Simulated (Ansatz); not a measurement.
`OCB(O)O` and `[NH2][GeH2][B](O)O` differ in one atom or group.

Ansatz, PBE0-D4/def2-TZVP geometries, multiplicity 1. Each molecule was computed in one conformer, which needn't be the lowest.

Scalar relativity is left out up to krypton.

```tsv
property	`OCB(O)O`
LUMO energy (B3LYP/def2-TZVPP) / eV	0.33
HOMO–LUMO gap (PBE0/def2-TZVPP) / eV	8.88
HOMO–LUMO gap (ωB97M-V/def2-TZVPP) / eV	12.68
HOMO energy (ωB97M-V/def2-TZVPP) / eV	-10.63
LUMO energy (ωB97M-V/def2-TZVPP) / eV	2.05
HOMO energy (PBE0/def2-TZVPP) / eV	-8.17
```

Problem. What does the change do to each property? (Estimate.)

Solution. Computed: 
| property | `[NH2][GeH2][B](O)O` | shift |
| --- | --- | --- |
| LUMO energy (B3LYP/def2-TZVPP) / eV | -0.36 | -0.69 |
| HOMO–LUMO gap (PBE0/def2-TZVPP) / eV | 6.72 | -2.16 |
| HOMO–LUMO gap (ωB97M-V/def2-TZVPP) / eV | 10.75 | -1.93 |
| HOMO energy (ωB97M-V/def2-TZVPP) / eV | -9.09 | 1.54 |
| LUMO energy (ωB97M-V/def2-TZVPP) / eV | 1.65 | -0.40 |
| HOMO energy (PBE0/def2-TZVPP) / eV | -6.84 | 1.33 |

With PBE0 the HOMO rises by 1.33 eV and the LUMO falls by 0.83 eV, so the gap narrows by about 2.16 eV. PBE moves the HOMO by 1.00 eV and ωB97M-V by 1.54 eV.

B3LYP here is the variant with VWN-RPA as its local correlation; programs differ in this.
